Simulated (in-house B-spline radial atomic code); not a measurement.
# Response and correlation of C V (C4+)

Closed shell 1s2. Computed with a B-spline radial code for spherical atoms: Dirac-Hartree-Fock, relativistic RPA (time-dependent Dirac-Hartree-Fock) for the response and second-order many-body perturbation theory for correlation, no-pair Dirac-Coulomb Hamiltonian, finite nucleus.

| multipole (bohr³, bohr⁵, bohr⁷) | uncoupled | coupled RPA |
| --- | --- | --- |
| dipole | 0.0081598 | ? |
| quadrupole | 0.0009546 | 0.0010298 |
| octupole | 0.00028765 | 0.00030437 |

Question: What is the coupled dipole polarisability?

Answer: 0.0089194 atomic units, +9 % against the uncoupled value.

Question: Which subshells carry the dipole polarisability?

Answer: 1s1/2 100.0 %.

Question: What does the dipole shielding factor come to?

Answer: The dipole shielding factor is 0.333, against the exact N/Z = 2/6 = 0.333 of the non-relativistic theorem.

Dipole polarisability at imaginary frequency:

```csv
u (Eh),α(iu) (bohr³)
0,0.008919
0.224,0.008917
0.559,0.008902
1.12,0.008851
1.68,0.008768
2.24,0.008654
3.35,0.008349
4.47,0.007957
5.59,0.007508
7.83,0.006545
11.2,0.005177
16.8,0.003486
22.4,0.002428
33.5,0.001333
55.9,0.0005562
112,0.0001518
```

Question: What dispersion coefficients follow for two such ions (the dispersion part alone)?

Answer: C6 = (3/π)∫α(iu)²du = 0.0007983 hartree·bohr⁶ and C8 = 0.0005213 hartree·bohr⁸.

Lowest J = 1 odd-parity excitations:

```
energy (eV)  oscillator strength  leading channel  weight
     304.49             9.52e-06     1s1/2 → p1/2    0.67
     308.53                0.644     1s1/2 → p3/2    0.67
     353.84             2.24e-06     1s1/2 → p1/2   0.671
     354.95                0.141     1s1/2 → p3/2   0.671
```

Second-order correlation energy by the highest angular momentum of the excited pair (hartree): s -0.01399, p -0.02376, d -0.003655, f -0.001022, g -0.0003794, h -0.0001709, i -8.721e-05, k -4.489e-05.

Question: What is the second-order correlation energy at the partial-wave limit?

Answer: The listed waves sum to -0.043116 hartree; extrapolating the increments as (l + 1/2)⁻⁴ gives -0.043208 hartree, -0.588 eV per electron.
